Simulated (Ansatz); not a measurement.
Si₄B⁻, relaxed as a singlet with RKS PBE0-D4/def2-SVPD in Ansatz, starting from the GFN2-xTB geometry. Force threshold 0.02 eV/Å.

The structure comes from a short search, and lower isomers may exist.

Start:

```xyz
5

B     0.988   -0.587    0.076
Si    1.795   -0.313   -1.555
Si   -2.228    1.543   -0.682
Si   -0.866    0.327    0.353
Si    0.311   -0.970    1.808
```

| step | energy (eV) | largest force component (eV/Å) | SCF passes |
| --- | --- | --- | --- |
| 1 | -32159.2375 | 1.016 | 18 |
| 2 | -32159.4268 | 0.502 | 29 |
| 3 | -32159.6427 | 0.892 | 30 |
| 4 | -32159.9045 | 0.905 | 34 |
| 5 | -32160.0627 | 0.456 | 29 |
| 6 | -32160.2640 | 0.537 | 28 |
| 7 | -32160.6040 | 0.774 | 28 |
| 8 | -32161.0539 | 1.143 | 28 |
| 9 | -32161.2949 | 0.929 | 27 |
| 10 | -32161.3253 | 0.335 | 23 |
| 11 | -32161.3325 | 0.043 | 24 |
| 12 | -32161.3326 | 0.032 | 25 |
| 13 | -32161.3328 | 0.003 | 25 |

Force components are those of the run's own axes.

End:

```tsv
atom	x (Å)	y (Å)	z (Å)
B1	1.0022	-0.6683	0.2487
Si2	0.5746	0.3002	-1.4065
Si3	-1.4153	1.3895	-1.3605
Si4	-0.7619	0.1897	0.5343
Si5	0.6005	-1.2110	1.9840
```

Bonds formed: Si2–Si3, Si2–Si4 (atoms count from 1). The end is the same structure that another start reached.

No frequencies were taken in this run, so the end may be a saddle point.

Run time 31 s (4 threads of Arm Neoverse N1 on a shared host).
